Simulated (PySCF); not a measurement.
Gas-phase reaction: 2 HOBr → Br₂ + 2 OH. Level: PBE0/def2-TZVP; standard pressure 1 bar.

Energies from PySCF, thermal terms from the rigid-rotor harmonic-oscillator model, ideal gas at 1 bar. Open shells (unrestricted): OH (multiplicity 2, electronic degeneracy 4); the rest are closed-shell singlets. Spin-orbit splitting is ignored; it lowers the true energy and changes the entropy of OH. Br: all electrons, no relativistic terms. The harmonic model lacks anharmonicity and excited electronic states, which grow with temperature; levels with a mode under 35 cm⁻¹ are left out.

```csv
T (K),1000/T (1/K),log10 K
1000,1.0000,-4.72
1200,0.8333,-2.81
1400,0.7143,-1.44
1600,0.6250,?
1800,0.5556,0.37
2000,0.5000,1.00
```

**Question.** Fit log10 K = a + b·(1000/T) to the five rows, get the mean ΔH° and ΔS°, and predict log10 K at 1600 K.

**Answer.** Means: 1000/T = 0.7206, log10 K = -1.520. Sums of products about the means: Sxy = -1.90773, Sxx = 0.166695, so b = Sxy/Sxx = -11.44 and a = -1.520 − (-11.44)×0.7206 = 6.72.
ΔH° = −R ln 10 × 1000 K × b = −19.145 × (-11.44) = 219 kJ; ΔS° = R ln 10 × a = 129 J/K. The run's own values go from 219 kJ and 129 J/K at 1000 K to 218 kJ and 128 J/K at 2000 K.
Prediction at 1600 K: 6.72 + (-11.44)×0.6250 = -0.43. The computed value is -0.42, 0.01 from the line.
For scale, ΔH°(298 K) is 214 kJ at this level, 230 kJ at ωB97M-V/def2-TZVP†, and runs from -30 to 492 kJ over the 20 levels computed († marks an energy on the PBE0/def2-TZVP geometry).
